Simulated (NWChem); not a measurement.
Species: C3H8NO cation; SMILES [OH+]=CN(C)C

```xyz
13

C     -1.4469     0.4610     0.0043
N      0.0208     0.3874     0.0018
C      0.7516     1.6614     0.0001
C      0.6637    -0.7499     0.0004
O      0.0121    -1.8832     0.0015
H     -1.7745     1.0157     0.9055
H     -1.8830    -0.5515     0.0073
H     -1.7781     1.0133    -0.8970
H      1.8417     1.4822    -0.0062
H      0.4766     2.2392     0.9042
H      0.4670     2.2421    -0.8990
H      1.7691    -0.7351    -0.0016
H      0.6156    -2.6562     0.0007
```
Atoms are numbered in this order, from 1.

Results from NWChem. Pople sets run with spherical d functions. The geometry was optimised at PBE-D3(BJ)/def2-SVP. No frequency run checked for a minimum. Vzz is the largest principal value of the second derivative of the potential at the nucleus (NWChem prints the opposite sign); η is the asymmetry. Non-relativistic.

```tsv
level	Vzz N2 (a.u.)	η N2	Vzz O5 (a.u.)	η O5
PBE0/6-31G*	-0.424	0.35	1.476	0.44
PBE0/def2-TZVP	-0.374	0.21	1.508	0.39
B3LYP/def2-TZVP	-0.366	0.23	1.515	0.39
B3LYP/def2-SVP	-0.402	0.36	1.523	0.40
```
